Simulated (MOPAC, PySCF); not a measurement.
Dissociation curve of BF, singlet.

Levels: PM6, restricted, heats of formation (MOPAC); UKS-B3LYP/6-31G* = unrestricted B3LYP/6-31G*, spherical d (PySCF); RKS-BP86/6-31G* = restricted BP86/6-31G*, spherical d (PySCF); UCCSD(T) = PySCF with CCSD(T) on UHF/cc-pVTZ, 2 core orbitals frozen.

Energies relative to the lowest point of each curve near equilibrium, in eV; the last columns give the difference from UCCSD(T):

```csv
R / Å,PM6,UKS-B3LYP/6-31G*,RKS-BP86/6-31G*,UCCSD(T),PM6 − UCCSD(T),UKS-B3LYP/6-31G* − UCCSD(T),RKS-BP86/6-31G* − UCCSD(T)
0.94,4.375,6.624,6.856,6.464,-2.089,0.160,0.392
1.00,2.686,3.757,3.948,3.661,-0.975,0.096,0.287
1.07,1.357,1.719,1.863,1.669,-0.313,0.049,0.193
1.14,0.550,0.615,0.712,0.592,-0.043,0.023,0.120
1.20,0.172,0.158,0.215,0.149,0.023,0.009,0.066
1.22,0.098,0.078,0.122,0.072,0.026,0.006,0.050
1.26,0.014,0.000,0.018,0.000,0.014,0.000,0.018
1.29,0.000,0.001,0.000,0.005,-0.005,-0.004,-0.005
1.34,0.053,0.089,0.057,0.098,-0.046,-0.009,-0.041
1.40,0.213,0.298,0.230,0.312,-0.098,-0.014,-0.081
1.48,0.541,0.685,0.573,0.702,-0.162,-0.017,-0.129
1.55,0.892,1.082,0.933,1.097,-0.205,-0.015,-0.164
1.69,1.675,1.931,1.717,1.936,-0.261,-0.005,-0.219
1.88,2.736,3.051,2.765,3.039,-0.303,0.012,-0.274
2.09,3.759,4.150,3.800,4.123,-0.363,0.028,-0.322
2.27,4.455,4.961,4.563,5.020,-0.565,-0.059,-0.457
2.50,5.111,5.827,5.373,5.936,-0.825,-0.109,-0.562
2.75,5.619,6.435,6.070,6.731,-1.112,-0.296,-0.661
3.06,6.084,6.876,6.719,7.338,-1.254,-0.462,-0.619
3.41,6.491,7.176,7.227,7.588,-1.097,-0.412,-0.361
3.80,6.857,7.379,7.589,7.667,-0.810,-0.288,-0.077
4.44,7.329,7.543,7.885,7.698,-0.368,-0.155,0.187
5.03,7.669,7.600,7.995,7.705,-0.036,-0.105,0.290
```

PM6 is furthest from UCCSD(T) at 0.94 (-2.089 eV, below); its mean absolute difference over the points is 0.478 eV.

UKS-B3LYP/6-31G* is furthest from UCCSD(T) at 3.06 (-0.462 eV, below); its mean absolute difference over the points is 0.101 eV.

RKS-BP86/6-31G* is furthest from UCCSD(T) at 2.75 (-0.661 eV, below); its mean absolute difference over the points is 0.243 eV.

The restricted form behind PM6, RKS-BP86/6-31G* keeps the bonding electrons paired and can't separate into open-shell fragments. The unrestricted determinant behind UKS-B3LYP/6-31G* is spin-contaminated at 2.50 to 5.03 Å (<S²> up to 0.8, against 0.00 for a pure singlet). The unrestricted determinant behind UCCSD(T) is spin-contaminated at 1.48 to 5.03 Å (<S²> up to 1.0, against 0.00 for a pure singlet).
